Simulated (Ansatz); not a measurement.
Start from `CS[SiH2][GeH3]` and change one atom or group to get `CS[SiH2]BO`.

Ansatz, PBE0-D4/def2-TZVP geometries, multiplicity 1. Each molecule was computed in one conformer, which needn't be the lowest.

Scalar relativity is left out up to krypton.

```
                                          property  `CS[SiH2][GeH3]`
           HOMO–LUMO gap (ωB97M-V/def2-TZVPP) / eV             10.53
size of the dipole moment (ωB97M-V/def2-TZVPP) / D              1.24
               HOMO–LUMO gap (PBE/def2-TZVPP) / eV              4.66
             HOMO–LUMO gap (B3LYP/def2-TZVPP) / eV              6.25
                 HOMO energy (PBE/def2-TZVPP) / eV             -5.68
              HOMO–LUMO gap (PBE0/def2-TZVPP) / eV              6.64
```

(1) What does the change do to each property? (Estimate.)

## Answers

(1) The calculation gave: 
| property | `CS[SiH2]BO` | shift |
| --- | --- | --- |
| HOMO–LUMO gap (ωB97M-V/def2-TZVPP) / eV | 9.41 | -1.12 |
| size of the dipole moment (ωB97M-V/def2-TZVPP) / D | 2.13 | 0.89 |
| HOMO–LUMO gap (PBE/def2-TZVPP) / eV | 3.22 | -1.44 |
| HOMO–LUMO gap (B3LYP/def2-TZVPP) / eV | 4.92 | -1.33 |
| HOMO energy (PBE/def2-TZVPP) / eV | -5.55 | 0.13 |
| HOMO–LUMO gap (PBE0/def2-TZVPP) / eV | 5.32 | -1.32 |

With PBE0 the HOMO rises by 0.08 eV and the LUMO falls by 1.23 eV, so the gap narrows by about 1.31 eV. PBE moves the HOMO by 0.13 eV and ωB97M-V by 0.05 eV. Dipoles are sizes alone; their direction can turn.

B3LYP here is the variant with VWN-RPA as its local correlation; programs differ in this.
